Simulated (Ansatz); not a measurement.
input.yaml

```yaml
crystal:
  periodic: [false, false, false]
  atoms:
    - { symbol: O, position_ang: [-2.238013, 1.449697, 0.272744] }
    - { symbol: Si, position_ang: [-1.460182, -0.04326, 0.34909] }
    - { symbol: "N", position_ang: [0.033899, 0.086681, -0.583402] }
    - { symbol: C, position_ang: [1.179233, -0.731533, -0.400412] }
    - { symbol: Te, position_ang: [2.658126, -0.172288, 1.279823] }
    - { symbol: H, position_ang: [-3.016891, 1.461265, -0.309064] }
    - { symbol: H, position_ang: [-1.140755, -0.387145, 1.777494] }
    - { symbol: H, position_ang: [-2.35424, -1.116164, -0.225209] }
    - { symbol: H, position_ang: [0.227762, 1.011645, -0.978962] }
    - { symbol: H, position_ang: [1.838888, -0.765886, -1.28786] }
    - { symbol: H, position_ang: [0.90731, -1.769041, -0.125987] }
    - { symbol: H, position_ang: [3.441862, 0.921031, 0.265847] }
basis:
  gaussian: { orbitals: def2-SVP }
hamiltonian:
  xc: revpbe
phonons: {}
```

Launched with:

```bash
$ ansatz run input.yaml --threads 2 --pin off --max-ram 3072MiB --backend cpu --events-out ev --progress --plain --runs-dir out
```

Hardware: 2 threads of Arm Neoverse V1, on a shared host.

Question: Roughly how long does this run take, and how much memory?

Answer: 110 s, with a peak of 0.17 GiB, for 0 ionic steps.
